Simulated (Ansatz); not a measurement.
```yaml
crystal:
  periodic: [false, false, false]
  atoms:
    - {symbol: C, position_ang: [1.077534, -1.033864, 1.503315]}
    - {symbol: C, position_ang: [0.820574, -1.069341, 0.003402]}
    - {symbol: Sn, position_ang: [-0.491536, 0.473437, -0.636970]}
    - {symbol: O, position_ang: [-2.348268, 0.159595, -0.085846]}
    - {symbol: O, position_ang: [0.001563, 2.212328, 0.127889]}
    - {symbol: O, position_ang: [-0.532718, 0.722869, -2.581610]}
    - {symbol: H, position_ang: [1.772010, -1.827577, 1.791899]}
    - {symbol: H, position_ang: [0.157534, -1.180534, 2.073217]}
    - {symbol: H, position_ang: [1.513180, -0.082900, 1.816360]}
    - {symbol: H, position_ang: [0.365142, -2.011237, -0.309261]}
    - {symbol: H, position_ang: [1.741042, -0.945768, -0.570954]}
    - {symbol: H, position_ang: [-2.719478, 0.924717, 0.361617]}
    - {symbol: H, position_ang: [0.063120, 2.894314, -0.546082]}
    - {symbol: H, position_ang: [-1.432799, 0.734861, -2.918175]}
basis:
  gaussian: {orbitals: STO-3G}
hamiltonian: {xc: {name: HSE06}}
output: {forces: true}
```

```sh
$ ansatz run in.yaml --threads 4 --pin off --events-out ev --progress --plain --max-ram 11315MiB
```

Output, abridged:

```
Functional definition: HSE06
837 factors; integrals over basis functions are off by at most 3.8e-5 eV
101 factors; integrals over basis functions are off by at most 1.9e-7 eV
mean field evaluation 1: about -170540.2209 eV, gradient 3.1e1 eV
mean field evaluation 2: about -170539.8353 eV, gradient 3.4e1 eV
mean field evaluation 4: about -170543.9053 eV, gradient 1.2e0 eV
mean field evaluation 8: about -170543.8422 eV, gradient 3.3e-2 eV
mean field evaluation 16: about -170543.8422 eV, gradient 9.7e-6 eV
mean field -170543.84220150 eV, -6267.3706021369 hartree, gradient 9.7e-6 eV, S^2 0.000000; 0 other end points of the search recorded, 0 dependent functions left out
reference -170543.84223128 eV, -6267.3706032313 hartree; 47, 47 occupied and 13, 13 virtual orbitals, 837 factors
Total energy: -170543.84223128 eV, -6267.3706032313 hartree
Atom 0 at     1.077534    -1.033864     1.503315 Å, force     0.279997    -0.302694     0.336788 eV/Å
Atom 1 at     0.820574    -1.069341     0.003402 Å, force    -0.954121     0.956501    -1.082759 eV/Å
Atom 2 at    -0.491536     0.473437    -0.636970 Å, force    -0.738678     0.924392    -0.231247 eV/Å
Atom 3 at    -2.348268     0.159595    -0.085846 Å, force     1.210152    -3.036164    -1.577504 eV/Å
Atom 4 at     0.001563     2.212328     0.127889 Å, force    -0.079086    -2.443048     2.673436 eV/Å
Atom 5 at    -0.532718     0.722869    -2.581610 Å, force     3.484057    -0.116548     1.008167 eV/Å
Atom 6 at     1.772010    -1.827577     1.791899 Å, force     0.174603    -0.165161     0.180748 eV/Å
Atom 7 at     0.157534    -1.180534     2.073217 Å, force    -0.222294    -0.044125     0.113543 eV/Å
Atom 8 at     1.513180    -0.082900     1.816360 Å, force     0.120402     0.231489     0.055547 eV/Å
Atom 9 at     0.365142    -2.011237    -0.309261 Å, force     0.169957    -0.350848     0.164398 eV/Å
Atom 10 at     1.741042    -0.945768    -0.570954 Å, force     0.333897    -0.225739     0.132891 eV/Å
Atom 11 at    -2.719478     0.924717     0.361617 Å, force    -0.744352     2.744826     1.397159 eV/Å
Atom 12 at     0.063120     2.894314    -0.546082 Å, force     0.076967     1.873061    -2.567916 eV/Å
Atom 13 at    -1.432799     0.734861    -2.918175 Å, force    -3.111502    -0.045941    -0.603251 eV/Å
Dipole moment:    -0.080364     0.098170    -0.066972 e Å
```

Hardware: 4 threads of an Arm Neoverse V2 on a shared host. Wall time 1.4 s, peak host memory 0.54 GiB.
